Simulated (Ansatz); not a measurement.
Mulliken charges of C2H6BI, SMILES `BCCI` from B3LYP/def2-TZVPP in Ansatz (PBE0-D4/def2-TZVP geometry).

```json
{"atom": "B1", "x (Å)": "-1.166", "y (Å)": "1.009", "z (Å)": "0.051", "charge (e)": "-0.096"}
{"atom": "C2", "x (Å)": "-0.322", "y (Å)": "-0.234", "z (Å)": "-0.352", "charge (e)": "-0.135"}
{"atom": "C3", "x (Å)": "1.020", "y (Å)": "-0.362", "z (Å)": "0.324", "charge (e)": "-0.228"}
{"atom": "I4", "x (Å)": "2.113", "y (Å)": "-2.112", "z (Å)": "-0.295", "charge (e)": "-0.098"}
{"atom": "H5", "x (Å)": "-2.240", "y (Å)": "1.168", "z (Å)": "-0.453", "charge (e)": "0.047"}
{"atom": "H6", "x (Å)": "-0.778", "y (Å)": "1.813", "z (Å)": "0.851", "charge (e)": "0.039"}
{"atom": "H7", "x (Å)": "-0.216", "y (Å)": "-0.220", "z (Å)": "-1.447", "charge (e)": "0.095"}
{"atom": "H8", "x (Å)": "-0.943", "y (Å)": "-1.124", "z (Å)": "-0.175", "charge (e)": "0.095"}
{"atom": "H9", "x (Å)": "0.934", "y (Å)": "-0.459", "z (Å)": "1.404", "charge (e)": "0.141"}
{"atom": "H10", "x (Å)": "1.682", "y (Å)": "0.470", "z (Å)": "0.095", "charge (e)": "0.141"}
```

Task: By hand: the dipole of these point charges (1 e Å = 4.8032 D).

Result: Σ q r = (-0.161, 0.224, 0.067) e Å, of length 0.284 e Å = 1.36 D.

Task: How does the dipole of the full density compare? (Estimate.)

Result: The calculation gave: (-0.218, 0.247, 0.051) e Å, 1.60 D; the point charges give 0.85 times that, at 7° from its direction.

Point charges leave out the atoms' own dipoles, such as those of lone pairs, and Mulliken's split depends on the basis, so the two needn't agree.

B3LYP here is the variant with VWN-RPA as its local correlation; programs differ in this.
